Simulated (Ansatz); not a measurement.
C2H9AlOSi (`CO[SiH2][AlH][CH3]`) at its PBE0-D4/def2-TZVP geometry, where that method's forces vanish. Charge 0, multiplicity 1.

```xyz
14

C    -1.0079   -0.9832    1.6243
O    -1.7745   -0.2090    0.7383
Si   -1.2200    1.2503    0.1739
Al    0.8524    1.0396   -1.1627
C     1.7152   -0.6934   -1.4413
H    -0.0124   -1.2071    1.2163
H    -1.5256   -1.9290    1.7954
H    -0.8778   -0.4804    2.5907
H    -1.0209    2.1863    1.3298
H    -2.3481    1.8023   -0.6286
H     1.4999    2.3536   -1.7943
H     2.2374   -0.7480   -2.4003
H     1.0120   -1.5279   -1.3801
H     2.4703   -0.8542   -0.6615
```

Q: What forces (eV/Å) does ωB97M-V/def2-TZVPP give on these atoms in the Gaussian-basis code of Ansatz? (Best estimate.)

A: Computed: 
```
C1   0.153 -0.193  0.216
O2  -0.142  0.063 -0.121
Si3  0.004  0.219 -0.062
Al4 -0.005  0.091 -0.008
C5   0.016 -0.012 -0.009
H6  -0.069  0.023  0.019
H7   0.056  0.081 -0.010
H8  -0.013 -0.038 -0.085
H9  -0.020 -0.098 -0.112
H10  0.126 -0.055  0.087
H11 -0.068 -0.130  0.067
H12 -0.039 -0.005  0.074
H13  0.052  0.051 -0.004
H14 -0.051  0.004 -0.053
```
